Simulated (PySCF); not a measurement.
C3H9OSi, SMILES C[Si](C)(C)[O], multiplicity 2.

Geometry: PBE0-D3(BJ)/def2-SVP. The isomer is the one that the SMILES or the coordinates give; other isomers of the formula were not compared.

Method: TDA-ωB97X/def2-SVPD in PySCF.

Vertical excitations. Isolated molecule, no solvent.

Question: List the lowest excited states. (An estimate is asked for; the answer gives what the named calculation found.)

Answer: 
```tsv
state	energy (eV)	λ (nm)	f	main pairs
root 1	0.37	3310	0.000	β HOMO→LUMO 67 %, β HOMO−2→LUMO 29 %
root 2	2.11	587	0.000	β HOMO−3→LUMO 84 %
root 3	4.31	288	0.051	β HOMO−1→LUMO 94 %
root 4	4.38	283	0.007	β HOMO−2→LUMO 66 %, β HOMO→LUMO 32 %
root 5	6.81	182	0.001	β HOMO−4→LUMO 92 %
root 6	7.18	173	0.030	β HOMO−6→LUMO 85 %
root 7	7.45	166	0.002	β HOMO−5→LUMO 96 %
root 8	7.57	164	0.001	β HOMO−8→LUMO 89 %
root 9	7.73	160	0.009	β HOMO−7→LUMO 61 %, β HOMO−9→LUMO 17 %, β HOMO−10→LUMO 11 %
root 10	7.77	160	0.008	β HOMO−9→LUMO 38 %, β HOMO−7→LUMO 37 %, β HOMO−10→LUMO 11 %, β HOMO−6→LUMO 7 %
```
Unrestricted roots are not spin-pure.
